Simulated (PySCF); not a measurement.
Name the molecule from its bond curve

A diatomic of charge 0 contains Al. Its triplet curve at PW91 in a double-zeta basis (no relativity, PySCF), in eV from the separated fragments:

```
R (Å)  E (eV)
2.337  -1.186
2.445  -1.415
2.554  -1.545
2.635  -1.594
2.717  -1.613
2.799  -1.609
2.907  -1.576
3.043  -1.508
3.206  -1.401
3.423  -1.243
```

The fit gives ωe = 213 cm⁻¹ and the rotational constant Bₑ = 0.1158 cm⁻¹.

Task: Which atom is the partner?

Result: The minimum lies at 2.740 Å, so the reduced mass is 16.8576 u Å² cm⁻¹/(Bₑ·Re²) = 19.39 u. With Al at 26.98 u the partner weighs about 68.9 u: Ga. The molecule is AlGa.

Spin–orbit coupling is left out. The state was picked by a PBE0 search and need not be the measured ground state.
